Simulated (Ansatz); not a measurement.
The cluster B₆N. Charge 0, multiplicity 2. Geometry B3LYP-D4/def2-SVP; atoms count from 1.

```xyz
7

N     1.5330    0.4801    1.3512
B    -0.9113   -1.0850   -1.6199
B     0.3590   -0.9736   -0.7927
B    -1.0420    0.9134    0.3477
B    -1.5642    0.0506   -0.8267
B     1.3179   -0.3821    0.3498
B     0.3076    0.9966    1.1905
```

Another isomer (doublet) lies 0.19 eV lower at PBE0-D4/def2-TZVP; other spin states weren't run for this one.

(1) Estimate the Mulliken populations from the PBE0/def2-TZVP orbitals of Ansatz.

(2) Where does the spin sit?

(3) And the Mayer bond orders between heavy atoms (over 0.3)?

## Answers

(1) 
| atom | charge (e) | spin (α − β) |
| --- | --- | --- |
| N1 | 0.03 | 0.00 |
| B2 | -0.02 | -0.08 |
| B3 | -0.12 | 0.25 |
| B4 | -0.04 | 0.54 |
| B5 | 0.01 | -0.10 |
| B6 | 0.05 | 0.16 |
| B7 | 0.09 | 0.22 |
Mulliken values depend strongly on the basis.

(2) Summed by element: N 0.00, B 1.00, of 1 unpaired in all. Largest on single atoms: B4 0.54, B3 0.25, B7 0.22.

(3) N1–B6 1.62 (1.34 Å); N1–B7 1.59 (1.34 Å); B2–B3 1.50 (1.52 Å); B2–B5 1.43 (1.53 Å); B3–B5 0.53 (2.18 Å); B3–B6 1.20 (1.60 Å); B4–B5 1.31 (1.55 Å); B4–B7 1.23 (1.59 Å); B6–B7 0.34 (1.90 Å).
